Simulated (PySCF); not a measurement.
A run for PySCF: U-B3LYP/6-31G* on BH3O2 (SMILES OBO), a point of a bond scan (R = 0.965 Å).

```python
from pyscf import gto, scf, dft, mp
from pyscf.data.elements import chemcore

mol = gto.M(
    atom='''
    B    -0.32498421   -0.27208544   -0.23351835
    H    -1.10969041   -0.98710405   -0.77860010
    O    -0.27461651    1.03161116   -0.60531554
    H     0.38596329    1.53677626   -0.11516598
    O     0.51652967   -0.72310754    0.74487213
    H     0.41334292   -1.65727393    0.94490509
    ''',
    basis='6-31g*',
    cart=True,
    charge=0, spin=0, verbose=3, max_memory=1800)
mf = dft.UKS(mol, xc='b3lyp')
mf.conv_tol = 1e-8
mf.max_cycle = 100
mf.init_guess_breaksym = True
mf.kernel()
if not mf.converged:
    mf = mf.newton().run(mf.mo_coeff, mf.mo_occ)
for _ in range(4):
    mo, _, stable, _ = mf.stability(return_status=True)
    if stable:
        break
    mf.kernel(mf.make_rdm1(mo, mf.mo_occ))
```

### Question
Predict the final total energy.

### Answer
-177.1946 hartree.
